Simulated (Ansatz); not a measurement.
The cluster Hf₄⁺, relaxed as a quartet with UKS PBE0-D4/def2-SVP in Ansatz, starting from the PBE0-D4/def2-SVP geometry of the charge +1 doublet. Force threshold 0.02 eV/Å.

In the def2 sets Hf takes a core potential; there is no spin–orbit coupling. The charge 1 quartet is spin-contaminated (final ⟨S²⟩ up to 4.63, 3.75 for a pure state). The relaxation made no stability test and no search for a lower SCF solution. The structure comes from a short search, and lower isomers may exist.

Start:

Cartesian coordinates in Å:
```
Hf -0.718 -0.617 -1.426
Hf -0.235 -1.116 1.260
Hf -0.751 1.479 0.425
Hf 1.704 0.255 -0.259
```

```tsv
step	energy (eV)	largest force component (eV/Å)	SCF passes
1	-5211.2437	0.282	114
2	-5211.2462	0.277	58
3	-5211.2523	0.015	49
```

Force components are those of the run's own axes.

End:

Cartesian coordinates in Å:
```
Hf -0.716 -0.600 -1.432
Hf -0.229 -1.138 1.285
Hf -0.748 1.482 0.406
Hf 1.693 0.256 -0.260
```

By distances, no bond broke or formed. The bond that changes most is Hf2–Hf3, from 2.77 to 2.81 Å (atoms count from 1).

No frequencies were taken in this run, so the end may be a saddle point.

It took 25 s on 4 threads of Arm Neoverse V2 on a shared host.
